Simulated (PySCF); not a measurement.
Trend along group 13: MPb molecules

MP2 with double-zeta basis sets in PySCF, for the lowest determinant that a PBE0 search found; no spin–orbit coupling. De refers to high-spin ground-configuration atoms.

| M | basis | reference, frozen orbitals | state (unpaired electrons) | Re (Å) | ωe (cm⁻¹) | De (eV) |
| --- | --- | --- | --- | --- | --- | --- |
| B | def2-SVP | UHF, 5 | quartet (σ ↑, π ↑↑) | 2.243 | 596 | 2.21 |
| Al | def2-SVP | UHF, 9 | quartet (σ ↑, π ↑↑) | 2.712 | 253 | 1.85 |
| In | def2-SVP | UHF, 8 | quartet (σ ↑, π ↑↑) | 2.903 | 135 | 1.72 |
| Tl | def2-SVP | UHF, 8 | quartet (σ ↑, π ↑↑) | 2.965 | 109 | 1.66 |

The row for M = Ga is missing. Estimate Re, ωe and De as the mean of the rows for Al and In, and compare with the calculation.

The means are 2.808 Å, 194 cm⁻¹ and 1.79 eV. UHF-MP2 in def2-SVP gives GaPb as a quartet (σ ↑, π ↑↑) with Re = 2.710 Å, ωe = 173 cm⁻¹, De = 1.82 eV, so the estimate is off by +9.7 pm, +12 % and -0.03 eV.

Correlated steps freeze the inner cores (5 to 13 orbitals); shallow outer-core shells are correlated. Correlated levels converge slowly with the basis: in double zeta they bind strong bonds too weakly, by up to about 1 eV, and carry superposition errors of some tenths. These are scalar-relativistic numbers at best; spin–orbit coupling would shift them, the dissociation energy most. States were picked by a PBE0 search and need not be the measured ground states.
